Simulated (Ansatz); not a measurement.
`[SiH3][O][Sc]([Cl])[Cl]` + H–F → `[F][Sc]([Cl])[O][SiH3]` + HCl  (ligand exchange at the Sc–Cl bond)

Calculated with Ansatz (gas phase, PBE0-D4/def2-TZVP geometries, no zero-point term in ΔE). CBS: MP2 limit from def2 TZ/QZ plus the TZ coupled-cluster correction, frozen cores. This one scheme is used for every species. Functionals use def2-TZVPP. B3LYP here is the variant with VWN-RPA as its local correlation; programs differ in this. For Sc outer-core shells are correlated without core-valence functions, which leaves a few kJ/mol of doubt a bond. Scalar relativity is left out up to krypton. One conformer a species, not always the lowest.

Is it downhill or uphill in electronic energy at CCSD(T)/CBS, and by how much? (Best estimate.)

Computed: Nearly level: ΔE = -0.03 eV.

What do these levels give: B97M-V, B3LYP-D4, r2SCANh-D4, r2SCAN0-D4, ωB97X-V, BHLYP, LC-ωPBE, MP2/def2-SVP, HF/def2-TZVPP, MP2/def2-QZVPP, MP2/CBS(def2), CCSD/CBS(def2)? (An estimate is asked.)

Computed: B97M-V -0.13, B3LYP-D4 -0.13, r2SCANh-D4 -0.10, r2SCAN0-D4 -0.06, ωB97X-V -0.17, BHLYP -0.11, LC-ωPBE -0.23, MP2/def2-SVP -0.22, HF/def2-TZVPP -0.04, MP2/def2-QZVPP -0.01, MP2/CBS(def2) 0.01, CCSD/CBS(def2) -0.04 eV.

Largest T1 diagnostic among the species: 0.015.

Leaving LDA and LC-ωPBE aside and taking each functional with its dispersion term where it has one, the values, not all of them listed here, spread over 0.14 eV, from BLYP-D4 to PBE-QIDH. From r2SCAN to r2SCAN0 (25 % exact exchange), in def2-TZVPP and without D4, ΔE moves by +0.06 eV. At CCSD(T), def2-SVP lies −0.20 eV from the extrapolated value and def2-TZVPP −0.05 eV.
